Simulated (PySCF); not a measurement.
SnHF3, SMILES [F][SnH]([F])[F]. Atoms are numbered in the order given.

```xyz
5

Sn     0.0000     0.0000     0.2425
F      1.5291     0.8828    -0.5209
F      0.0000    -1.7656    -0.5209
F     -1.5291     0.8828    -0.5209
H      0.0000     0.0000     1.9391
```
Charge 0, spin multiplicity 1.

Coordinates come from a B3LYP-D3(BJ)/def2-SVP optimisation. The def2 effective core potentials stand for the cores of Sn; spin–orbit coupling is left out.

Computed with B3LYP-D3(BJ)/def2-SVP in PySCF 2.14.0.

Frequencies are harmonic and unscaled.

Modes within 1.5 cm⁻¹ of each other (mostly degenerate sets) share a row, with their intensities summed.

```tsv
mode	ν (cm⁻¹)	IR (km/mol)	Raman (Å⁴/amu)	depolarisation	moving atoms (share of kinetic energy)
1–2	165	23.4	2.3	0.75	F 91 %, Sn 8 %
3	198	49.2	1.2	0.74	F 75 %, Sn 25 %
4–5	531	127.9	39.3	0.75	H 95 %
6	645	26.5	11.6	0.00	F 93 %
7–8	663	119.5	7.5	0.75	F 83 %, Sn 16 %
9	1987	35.3	184.3	0.20	H 99 %
```
